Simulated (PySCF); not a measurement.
A side-by-side comparison of computed properties.

First species: C4H15NOSi2.
InChI=1S/C4H15NOSi2/c1-4(2)8(3,6)7-5/h4,6H,5,7H2,1-3H3/t8-/m0/s1

Second species: C₅H₁₀N₂SSi₂.
Z-matrix (Å and degrees, GFN2-xTB geometry), rows numbered from 1:
```
C 
C   1  1.3283
C   2  1.4416  1  124.49
C   3  1.3862  2  132.15  1     0.61
C   4  1.4025  3  104.97  2  -179.98
S   5  1.7269  4  129.52  3  -179.72
Si  6  2.1835  5   93.20  4   179.31
Si  7  2.3058  6  110.85  5   -54.17
N   5  1.3290  4  110.92  3     0.31
N   9  1.3376  5  105.72  4    -0.30
H   1  1.0756  2  121.57  3   179.75
H   1  1.0757  2  121.72  3    -0.18
H   2  1.0832  1  120.29  3  -179.89
H   4  1.0688  3  128.41  2     0.24
H   7  1.4619  6  103.44  5    72.52
H   7  1.4663  6   98.23  5  -178.06
H   8  1.4702  7  109.78  6  -127.68
H   8  1.4654  7  114.65  6    -8.21
H   8  1.4650  7  111.65  6   114.63
H  10  1.0071  3  127.72  2    -0.68
```

Levels: PBE0/pcSseg-1 for dipole moment, HOMO energy, LUMO energy and HOMO–LUMO gap; GFN2-xTB for rotational constant A and rotational constant C. Geometries: GFN2-xTB. Each species is one conformer at its optimised geometry, gas phase, non-relativistic unless stated; the electronic structure was computed with PySCF and density fitting.

Dipoles, sizes and rotational constants follow the conformer. The torsions of the flexible species, by atom-mapped SMILES:
- `[CH3:1][CH:2]([CH3:3])[Si@@:4]([CH3:5])([OH:6])[SiH2:7][NH2:8]`: C1–C2–Si4–C5 78°, C2–Si4–Si7–N8 86°, H–O6–Si4–C2 -63°, H–N8–Si7–Si4 174°, H–N8–Si7–Si4 -48°
- `[CH2:1]=[CH:2][c:3]1[cH:4][c:5]([S:6][SiH2:7][SiH3:8])[n:9][nH:10]1`: C1–C2–C3–C4 1°, C4–C5–S6–Si7 179°, C5–S6–Si7–Si8 -54°

**Question.** Which of the two has the higher dipole moment, and by how much?

**Answer.** The second: 3.87 D against 1.88 D, a difference of 1.99 D.

**Question.** Which has the higher HOMO energy?

**Answer.** The second: -6.41 eV against -6.98 eV, a difference of 0.57 eV.

**Question.** Which has the higher rotational constant C?

**Answer.** The first: 0.813 GHz against 0.400 GHz, a difference of 0.413 GHz.

**Question.** Which has the higher HOMO–LUMO gap?

**Answer.** The first: 6.93 eV against 5.12 eV, a difference of 1.81 eV.

**Question.** Which has the higher LUMO energy?

**Answer.** The first: -0.05 eV against -1.29 eV, a difference of 1.24 eV.

**Question.** Which has the higher rotational constant A?

**Answer.** The second: 1.721 GHz against 1.713 GHz, a difference of 0.008 GHz.

On the first: The dipole matches unit charges of opposite sign 0.39 Å apart (1 e·Å = 4.8032 D).

On the second: A dipole of 3.87 D is allowed in C1, and pure rotational transitions are dipole-allowed. The dipole matches unit charges of opposite sign 0.81 Å apart (1 e·Å = 4.8032 D).
